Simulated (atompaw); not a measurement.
Building the PAW (atompaw) potential for fluorine (F) (PBE, scalar-relativistic).

* Element: F (Z = 9)
* Generator: atompaw 4.2.0.5
* Type: PAW
* Functional: PBE
* Relativity: scalar-relativistic
* Frozen core: [He]
* Valence charge: 7
* Reference configuration: 2s2 2p3 (charge +2)
* Partial waves: 2s (bound): rc 1.85 bohr; 2s channel at -1.15 Ry: rc 1.85 bohr; 2p (bound): rc 1.85 bohr; 2p channel at -1.4 Ry: rc 1.85 bohr; 3d channel at 0.1 Ry: rc 1.85 bohr; 3d channel at 1.9 Ry: rc 1.85 bohr
* Local potential: troulliermartins scheme with l = 3 at 1 Ry, radius 1.45 bohr
* Core correction: smooth core density matched at 1.45 bohr
* Augmentation charge: sinc compensation charge, radius 1.45 bohr; PAW radius 1.85 bohr; waves and projectors: custom polynom2 7 10 vanderbiltortho

All-electron outer shells of the reference configuration (PBE, scalar-relativistic, ld1.x):

| shell | level (eV) | outermost node (bohr) | outermost maximum (bohr) |
| --- | --- | --- | --- |
| 2s | -67.99 | 0.24 | 0.73 |
| 2p | -49.00 | – | 0.66 |

Results:

```
Cutoffs needed                                           : 21 Ry and 25 Ry (the cutoffs (Ry, on a coarse ladder) from which the occupation-weighted sum of valence levels, in a spherical-Bessel basis at the reference potential, stays within 10 and 1 mRy of its value at 400 Ry)
Ghost test                                               : no extra level below or beside the all-electron valence levels (s, p, d, f tested) (spherical-Bessel basis up to 400 Ry, 20 bohr box)
Lowest eigenvalue of the overlap operator                : 0.89 (s channel)
Overlap eigenvalues printed by atompaw (projector basis) : 0.781, 2.04, 3.23, 14.8, 256, 270
Share of each valence orbital outside the PAW sphere     : 2s 3 %, 2p 4 %
```

Generation and tests took about 0.56 s on one core of a shared server CPU.
